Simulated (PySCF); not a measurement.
Vertical excitations of a molecule C5H7F from PySCF with TDDFT-ωB97X/def2-SVPD, as energy in eV (oscillator strength): 5.93 (0.630), 7.16 (0.003), 7.27 (0.013), 7.81 (0.005), 8.07 (0.076), 8.25 (0.000), 8.38 (0.001), 8.51 (0.025), 8.76 (0.006), 8.86 (0.000). Lowest triplet (TDA): 3.36 eV. Geometry: PBE0-D3(BJ)/def2-SVP. Other conformers were not sampled.

Question: Which structure fits?
A. C=C=C[C@@H](C)F
B. C#CC[C@@H](C)F
C. C=C(C)C(=C)F
D. C=C/C=C(/C)F

Answer: C, C=C(C)C(=C)F
